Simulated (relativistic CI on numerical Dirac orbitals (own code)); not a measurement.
**One change at a time: Ge4+**

Base calculation: Dirac-Coulomb-Breit CI, orbitals from a KLI potential per configuration, model QED (radiative potential, 1s self-energy scaled to tabulated hydrogen-like ionisation energies), valence Slater integrals scaled by 0.85, P86 correlation energy added to each configuration.

Configurations in the expansion (outside the closed core [Ar]): 3d¹⁰, 3d⁹4s, 3d⁹4p, 3d⁹4d, 3d⁹5s, 3d⁹5p, 3d⁸4s², 3d⁹4f, 3d⁹5d, 3d⁹6s, 3d⁹6p, 3d⁸4s4p, 3d⁹5f, 3d⁹5g, 3d⁹6d, 3d⁹6f, 3d⁸4p², 3d⁸4s4d. Levels of other configurations are missing.

The lowest level and the first level of each name with at least 55 % of one term (blank where a level has no safe partner in the second run):

| Level | Base (cm⁻¹) | Shift (cm⁻¹) |
| --- | --- | --- |
| 3d¹⁰ ¹S0 | 0 | 0 |
| 3d⁹4s ³D3 | 232075 | +134 |
| 3d⁹4s ³D2 | 233733 | +18 |
| 3d⁹4s ³D1 | 236524 | +119 |
| 3d⁹4s ¹D2 | 239369 | -343 |
| 3d⁹4p ³P°2 | 321355 | +629 |
| 3d⁹4p ³F°3 | 324964 | +118 |
| 3d⁹4p ³P°1 | 325332 | +602 |
| 3d⁹4p ³F°4 | 326880 | +219 |
| 3d⁹4p ³P°0 | 327708 | +637 |
| 3d⁹4p ³F°2 | 327940 | +197 |
| 3d⁹4p ¹D°2 | 332294 | -473 |
| 3d⁹4p ³D°3 | 333763 |  |
| 3d⁹4p ³D°2 | 336820 | -494 |

At this charge configurations can still be misplaced by up to about 7 % of their energy. 34 of the 51 excited levels that our extract of the measured tables holds in this range could be paired (the sources list more); they are missed by 5230 cm⁻¹ on average and 9033 at most, and levels without a partner can miss by more.

(1) One thing was changed in a second run, which moved the levels as shown. Which?
A. no correlation estimate
B. configuration mixing switched off
C. only the first 3 configurations
D. Breit term removed
E. valence Slater integrals scaled by 0.75
F. QED terms removed

## Answers

(1) E. Valence Slater integrals scaled by 0.75. Scaling acts on the splittings between terms and on the mixing, and leaves the fine structure of pure LS terms nearly alone; in jj coupling it moves the levels of one term differently.

LS names give the leading component of a level, which can be under half, so a name can repeat, a term be missing and a line seem to break the LS rules.
